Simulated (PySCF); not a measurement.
Structure with atom numbers: `[F:1][C:2]([F:3])=[C:4]([F:5])[CH2:6][CH2:7][SiH3:8]`; H(Xn) means a hydrogen on atom n.

Geometry: PBE0-D3(BJ)/def2-SVP; GIAO absolute shieldings from PySCF, gas phase, non-relativistic, averaged over equivalent atoms.

At PBE0/pcSseg-1 (178 basis functions, 17 s wall time on 1 thread of an Intel Xeon 6975P-C, shared host):
```json
{"atoms": "F3", "σ (ppm)": "285.4"}
{"atoms": "F1", "σ (ppm)": "302.8"}
{"atoms": "F5", "σ (ppm)": "369.7"}
{"atoms": "C2", "σ (ppm)": "23.5"}
{"atoms": "C4", "σ (ppm)": "48.7"}
{"atoms": "C6", "σ (ppm)": "159.0"}
{"atoms": "C7", "σ (ppm)": "177.9"}
{"atoms": "Si8", "σ (ppm)": "414.7"}
{"atoms": "H(Si8)", "σ (ppm)": "27.32"}
{"atoms": "H(C6)", "σ (ppm)": "29.09"}
{"atoms": "H(C7)", "σ (ppm)": "30.35"}
```

**Question.** Estimate the result of repeating the calculation with HF/pcSseg-1.

**Answer.** 
```
 atoms  σ at HF/pcSseg-1  change
    F3             330.6   +45.2
    F1             350.2   +47.4
    F5             412.3   +42.6
    C2              35.6   +12.1
    C4              58.4    +9.7
    C6             170.3   +11.3
    C7             185.7    +7.8
   Si8             449.0   +34.3
H(Si8)             27.92   +0.60
 H(C6)             29.60   +0.51
 H(C7)             30.87   +0.52
```

The largest change is at F1 (vinylic fluorine). Cost: 178 basis functions, 7.6 s wall time on 1 thread of an Intel Xeon 6975P-C, shared host. The order of the carbon signals is the same at both levels.
